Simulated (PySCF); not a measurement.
Numbering as in the mapped SMILES `[CH3:1][C@H:2]1[C:3](=[O:4])[CH:5]=[C:6]([C:7]#[N:8])[C:9]1=[O:10]`. Hydrogens are named by the atom that carries them.

Geometry: GFN2-xTB; GIAO shifts from PySCF 2.14.0 with density-fitted response routines, gas phase, non-relativistic, averaged over equivalent atoms.

At PBE0/def2-SVP (165 basis functions, 37 s wall time on 1 thread of an Intel Xeon Platinum 8488C, shared host):
```csv
atoms,δ (ppm)
C3,202.9
C9,198.1
C5,152.1
C6,134.8
C7,106.8
C2,46.7
C1,14.1
O4,683.8
O10,639.1
N8,333.2
H(C5),7.23
H(C2),2.34
H(C1),1.11
```

Scale: 13C (σref 196.16) and 1H (σref 31.81) vs TMS; H2O for 17O (σref 344.62); NH3 for 15N (σref 271.96) (reference shieldings calculated alike).

Question: What do these become at HSE06/pcseg-1?

Answer: 
```json
{"atoms": "C3", "δ at HSE06/pcseg-1": "211.0", "change": "+8.1"}
{"atoms": "C9", "δ at HSE06/pcseg-1": "205.4", "change": "+7.3"}
{"atoms": "C5", "δ at HSE06/pcseg-1": "159.1", "change": "+7.0"}
{"atoms": "C6", "δ at HSE06/pcseg-1": "144.4", "change": "+9.6"}
{"atoms": "C7", "δ at HSE06/pcseg-1": "111.5", "change": "+4.7"}
{"atoms": "C2", "δ at HSE06/pcseg-1": "52.6", "change": "+5.9"}
{"atoms": "C1", "δ at HSE06/pcseg-1": "16.2", "change": "+2.1"}
{"atoms": "O4", "δ at HSE06/pcseg-1": "681.4", "change": "-2.4"}
{"atoms": "O10", "δ at HSE06/pcseg-1": "637.6", "change": "-1.5"}
{"atoms": "N8", "δ at HSE06/pcseg-1": "339.0", "change": "+5.8"}
{"atoms": "H(C5)", "δ at HSE06/pcseg-1": "7.39", "change": "+0.16"}
{"atoms": "H(C2)", "δ at HSE06/pcseg-1": "2.52", "change": "+0.18"}
{"atoms": "H(C1)", "δ at HSE06/pcseg-1": "1.40", "change": "+0.29"}
```

Scale: TMS for 13C (σref 196.38), 1H (σref 31.87); 17O (σref 339.28) vs H2O; NH3 for 15N (σref 270.57) (reference shieldings calculated alike).

The largest change is at C6 (β carbon of a C=C–C=O unit). Cost: 165 basis functions, 54 s wall time on 1 thread of an Intel Xeon Platinum 8488C, shared host. The order of the carbon signals is the same at both levels.

Unscaled 17O shifts of doubly bonded oxygen tend to come out too high, by tens of ppm or more. Experimental scales use liquid or dissolved standards, which lie at an offset from isolated NH3 (liquid NH3: subtract about 20 ppm) and H2O (liquid H2O: subtract about 36 ppm). Unscaled 15N shifts of sp2 nitrogen come out 20 to 40 ppm too high even then.
